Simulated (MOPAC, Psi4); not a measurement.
Intermolecular potential of BCl3 ··· H3Al (SMILES ClB(Cl)Cl and [AlH3]). Monomers: optimised at B3LYP-D3(BJ) (def2-TZVP), held rigid. Orientation: lowest of the rigid-body minima from ten starts at GFN2-xTB (searched outside a hard wall at short contacts). The monomers approach along the line of their centres of mass (distance R); nothing else relaxes. The shortest distances reach bonding range, where SAPT0 and rigid monomers are unreliable.

Levels of theory: PM3, restricted, heats of formation (MOPAC); PBE0-D3(BJ)/def2-TZVP, counterpoise-corrected (Psi4); PBE/def2-TZVP, counterpoise-corrected (Psi4); SAPT0/jun-cc-pVDZ, frozen core (Psi4).

Interaction energies in kJ/mol:

| R / Å | PM3 | PBE0-D3(BJ)/def2-TZVP | PBE/def2-TZVP |
|---|---|---|---|
| 2.81 | -30.44 | 136.67 | 147.82 |
| 2.96 | -52.20 | 64.07 | 75.06 |
| 3.19 | -89.23 | 5.56 | 15.63 |
| 3.36 | -103.90 | -13.38 | -4.19 |
| 3.62 | -73.83 | -22.60 | -14.78 |
| 3.90 | -12.97 | -21.24 | -14.69 |
| 4.17 | 14.91 | -16.94 | -11.45 |
| 4.65 | 16.78 | -10.06 | -6.12 |
| 5.43 | 7.98 | -4.13 | -2.07 |
| 6.41 | 2.24 | -1.33 | -0.50 |
| 7.72 | 0.39 | -0.33 | -0.07 |

Q: Estimate the SAPT0/jun-cc-pVDZ values at these points.

A: 2.81: 185.30; 2.96: 103.56; 3.19: 34.48; 3.36: 9.74; 3.62: -6.16; 3.90: -10.00; 4.17: -9.31; 4.65: -6.16; 5.43: -2.54; 6.41: -0.85; 7.72: -0.25 (kJ/mol).
